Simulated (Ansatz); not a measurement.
C3H7Cl2InO (`CC(C)[O][In]([Cl])[Cl]`). Total charge 0; spin multiplicity 1. In takes the def2 core potential. All single points use the PBE0-D4/def2-TZVP geometry. It is one conformer, not always the lowest.

```xyz
14

C    -1.227   -0.645   -0.024
C    -0.081    0.257   -0.441
C     0.273    0.088   -1.904
O     1.095   -0.041    0.301
In    1.206    0.337    2.220
Cl   -0.418    1.614    3.254
Cl    3.003   -0.419    3.430
H    -1.493   -0.484    1.026
H    -2.122   -0.446   -0.619
H    -0.947   -1.693   -0.159
H    -0.379    1.302   -0.271
H    -0.582    0.335   -2.539
H     1.105    0.740   -2.172
H     0.568   -0.945   -2.102
```

(1) What is the dipole moment at r2SCAN/def2-TZVPP? (An estimate is asked.)

(2) And with PBE, B3LYP, ωB97M-V? (Estimate.)

(3) Give the Mulliken charges with r2SCAN, ωB97M-V, B3LYP in def2-TZVPP. (An estimate is asked.)

Answers

(1) The calculation gave: 2.13 D, with components (-1.15, -0.12, -1.78) D in this frame, pointing from negative to positive charge.

(2) Computed: PBE 2.09 D, B3LYP 2.00 D, ωB97M-V 1.88 D.

(3) Ansatz gave: 
```
atom  r2SCAN  ωB97M-V  B3LYP
  C1   -0.16    -0.31  -0.26
  C2    0.25     0.08   0.19
  C3   -0.14    -0.29  -0.24
  O4   -0.48    -0.48  -0.48
 In5    0.94     0.90   0.94
 Cl6   -0.35    -0.31  -0.34
 Cl7   -0.34    -0.30  -0.33
  H8    0.04     0.09   0.07
  H9    0.04     0.11   0.08
 H10    0.06     0.12   0.09
 H11    0.01     0.09   0.05
 H12    0.04     0.09   0.07
 H13    0.05     0.11   0.09
 H14    0.05     0.11   0.08
```

B3LYP here is the variant with VWN-RPA as its local correlation; programs differ in this.
